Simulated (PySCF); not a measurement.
A structure optimised at PBE-D3(BJ)/def2-SVP, used in a PySCF frequency run:

```xyz
4

Si     0.0000     0.0000     1.2533
Si     0.0000     0.0000    -1.2533
O      0.0000    -1.2041     0.0000
O      0.0000     1.2041     0.0000
```
Charge 0, spin multiplicity 1.

**Question.** Write its SMILES, formula and point group.

**Answer.** o1[si]2o[si]1=2, O₂Si₂, D2h

**Question.** What are its rotational constants (standard atomic weights)?

**Answer.** 10.894, 5.7281, 3.7542 GHz
